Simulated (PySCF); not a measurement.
CClF₃, SMILES FC(Cl)(F)F.

Geometry optimised at B3LYP-D3(BJ)/def2-SVP.

Method: B3LYP-D3(BJ)/def2-SVP run with PySCF.

Frequencies are harmonic and unscaled.

Modes within 1.5 cm⁻¹ of each other (mostly degenerate sets) share a row, with their intensities summed.

Computed normal modes with their intensities:
```tsv
mode	ν (cm⁻¹)	IR (km/mol)	Raman (Å⁴/amu)	depolarisation	moving atoms (share of kinetic energy)
1–2	347	0.2	2.9	0.75	F 79 %, Cl 18 %
3	465	0.5	5.7	0.34	Cl 61 %, F 39 %
4–5	565	5.2	2.6	0.75	F 89 %, C 9 %
6	788	41.8	4.7	0.00	F 78 %, C 17 %
7	1116	486.1	1.2	0.56	C 71 %, F 29 %
8–9	1257	661.1	0.6	0.75	C 76 %, F 24 %
```
